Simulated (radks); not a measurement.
Q: Numerical settings for neutral copper, [Ar] 3d10 4s1. Method: scalar-relativistic Kohn-Sham, r2SCAN, spin-polarised, spherical densities, finite nucleus; open shells are filled with parallel spins first; meta-GGA in the generalised Kohn-Sham scheme; Fermi nuclear charge, rms radius 3.8823 fm; computed with a radial shooting solver on a logarithmic mesh with Libxc functionals. The defaults (mesh step 0.008 in ln r, mesh end at 40 bohr or more with all orbitals vanishing there, Anderson mixing 0.5 over 9 steps, residual threshold near 1e-9 with the energy settled to 1e-9 hartree or 1e-11 of itself, here a cap of 57 iterations) give E = -1655.112 hartree and 3d at -4.913 eV in 17 iterations. Run on one thread of a shared host, so times are rough (Intel(R) Xeon(R) 6975P-C): 0.16 s of CPU time, 0.16 s wall, 17 iterations on 2381 mesh points. One setting is changed at a time: mesh step in ln r 0.012; mesh step in ln r 0.02; mesh step in ln r 0.08; mesh end (bohr) 400; mesh end (bohr) 20; residual threshold 0.1; residual threshold 1e-13; mixing 0.01; linear mixing, mixing 0.8; linear mixing, mixing 0.5; mixing history 3; iteration cap 3. Which runs fail to converge, and which converge to a wrong energy?

A: Not converged within the cap: mesh step in ln r 0.08; residual threshold 1e-13; mixing 0.01; linear mixing, mixing 0.8; linear mixing, mixing 0.5; iteration cap 3. No run marked as converged misses the energy by more than 1 mhartree.
